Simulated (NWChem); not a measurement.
Atomisation of sulfuric acid (H2O4S)

```xyz
7

O     -0.3014     1.2374     0.8705
S      0.0000     0.0000    -0.1716
O      1.2712     0.2525    -0.8416
O     -1.2712    -0.2525    -0.8416
O      0.3014    -1.2374     0.8705
H      0.5721     1.5953     1.1416
H     -0.5721    -1.5953     1.1416
```
Charge 0, spin multiplicity 1.

Program: NWChem. Structure: optimised with PBE/def2-SVP, a minimum by its harmonic frequencies. It is one conformer; others weren't searched.

Basis set: def2-TZVP. The atomisation energy is electronic alone: no zero-point, thermal, spin-orbit or counterpoise terms. No value is extrapolated to the basis-set limit. Free atoms are single determinants with multiplicities O 3, S 3, H 2.

No SCF solution was tested for a lower state. Open-shell Hartree-Fock references start from PBE0 orbitals.

Q: One of these methods gave an atomisation energy of 604.1 kcal/mol. Which?
A. HF
B. PBE
C. LDA (SVWN5)
D. LC-wPBE (omega 0.3 per bohr)

A: D, LC-wPBE (omega 0.3 per bohr). The others give 746.7 (LDA (SVWN5)), 306.5 (HF), 623.7 (PBE).
